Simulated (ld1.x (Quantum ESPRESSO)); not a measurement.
## Building the PAW potential for La (Z = 57) (PBE, scalar-relativistic).

```
Element                 : La
Generator               : ld1.x (Quantum ESPRESSO) 7.5
Type                    : PAW
Functional              : PBE
Relativity              : scalar-relativistic
Frozen core             : [Kr] 4d10
Valence charge          : 11
Reference configuration : 4f0 5s2 5p6 5d1 6s2 6p0
Partial waves           : 5s (bound): rcut 2.45, rcutus 3.00 bohr; 6s (bound): rcut 2.45, rcutus 3.00 bohr; 5p (bound): rcut 2.35, rcutus 2.70 bohr; 6p (bound, empty): rcut 2.35, rcutus 2.70 bohr; 5d (bound): rcut 2.05, rcutus 2.70 bohr; 5d channel at 0.7 Ry: rcut 2.05, rcutus 2.70 bohr; 4f (bound, empty): rcut 1.90, rcutus 2.10 bohr; 4f channel at 0.05 Ry: rcut 1.90, rcutus 2.10 bohr
Local potential         : all-electron potential smoothed inside 2.15 bohr (lloc = -1)
Core correction         : a·sin(br)/r model core, default radius (core density twice the valence density)
Augmentation charge     : PSQ, inside the norm-conserving radii
```

All-electron outer shells of the reference configuration (PBE, scalar-relativistic, ld1.x):

```tsv
shell	level (eV)	outermost node (bohr)	outermost maximum (bohr)
4p	-200.00	0.34	0.63
4d	-103.85	0.32	0.68
5s	-38.92	0.77	1.41
5p	-22.40	0.83	1.58
4f	-4.35	–	0.75
6s	-3.68	1.86	3.84
5d	-3.09	0.95	2.21
6p	-1.35	2.21	4.93
```

Problem. Does the generator finish with these settings?

Solution. Yes, a potential is produced and its reference levels are reproduced.

Problem. Estimate the cutoffs (Ry, on a coarse ladder) from which the occupation-weighted sum of valence levels, in a spherical-Bessel basis at the reference potential, stays within 10 and 1 mRy of its value at 400 Ry.

Solution. 12 Ry and 18 Ry. The cutoffs count occupied waves only; the empty 4f level needs 25 Ry at the loose tolerance.

Problem. Does the potential have ghost states?

Solution. No extra level below or beside the all-electron valence levels (s, p, d, f tested).

Problem. Is the overlap operator S = 1 + Σ q|β⟩⟨β| positive definite (Bessel basis up to 400 Ry)?

Solution. Barely: its lowest eigenvalue is 0.010 (p channel).

Problem. Which valence shell sets the plane-wave cutoff?

Solution. 5d: its level needs 15 Ry to come within 1 mRy, against 12 Ry for 6s.

Its largest configuration-test error is +3.5 meV (4f0 5s2 5p6 5d0 6s0 6p0). Test run stopped at test 4 of 7 (negative rho).
